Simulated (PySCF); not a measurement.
An unknown gives this computed stick spectrum. Computed with PySCF, TDDFT wB97X-D/def2-SVPD, vertical, gas phase, core orbitals frozen in the response. Geometries: GFN2-xTB, one conformer each.

| state | E (eV) | f | main configurations (H = HOMO, L = LUMO) |
| --- | --- | --- | --- |
| S1 | 4.72 | 0.0017 | H→L (81%) |
| S2 | 5.41 | 0.091 | H→L+1 (88%) |
| S3 | 5.86 | 0.044 | H→L+2 (76%) |
| S4 | 6.11 | 0.0036 | H-1→L (38%), H→L+5 (18%), H→L+3 (15%) |
| S5 | 6.43 | 0.021 | H→L+8 (34%), H→L+3 (22%) |
| S6 | 6.48 | 0.0064 | H→L+8 (19%), H→L+9 (17%), H→L+10 (15%) |
| S7 | 6.57 | 0.033 | H→L+4 (46%), H→L+5 (11%), H→L+8 (11%) |
| S8 | 6.84 | 0.034 | H→L+10 (34%), H→L+6 (32%), H→L+13 (9%) |

Orbital energies (eV): HOMO-3 -10.72, HOMO-2 -10.36, HOMO-1 -9.79, HOMO -7.94, LUMO 1.35, LUMO+1 1.62, LUMO+2 1.69.

Problem. Which candidate is it?
A. `CCOCOC(C)=O`
B. `O[Si]1(C[SiH3])SC=CS1`
C. `[C@H]1(OCCC)[SiH2]C1`

Solution. B. Its S1, at 4.72 eV, is the lowest among the candidates; the nearest of the others has S1 at 5.97 eV. S1 is HOMO→LUMO (81%). Löwdin shares by element: HOMO sulfur 49%, carbon 38% or more; LUMO sulfur 48%, silicon 22% (atoms not listed hold the other 30%). At the same level the other candidates give, for their lowest levels:
- `CCOCOC(C)=O`: 5.97 eV (f 0.000); 7.57 eV (f 0.009); 8.07 eV (f 0.020); 8.35 eV (f 0.015); 8.40 eV (f 0.107); T1 5.50 eV; HOMO -9.82, LUMO 1.86 eV
- `CCCO[C@@H]1C[SiH2]1`: 6.34 eV (f 0.216); 6.62 eV (f 0.021); 6.66 eV (f 0.009); 6.85 eV (f 0.005); 7.18 eV (f 0.051); T1 5.01 eV; HOMO -8.61, LUMO 1.86 eV

Shape of the structure used: `[OH:1][Si:2]1([CH2:3][SiH3:4])[S:5][CH:6]=[CH:7][S:8]1`: O1–Si2–C3–Si4 -55°, H–O1–Si2–C3 -178°.
Triplets come from the Tamm–Dancoff approximation.

Without π bonds the low states are Rydberg-like; a valence basis with one diffuse set may place them up to an eV too high.
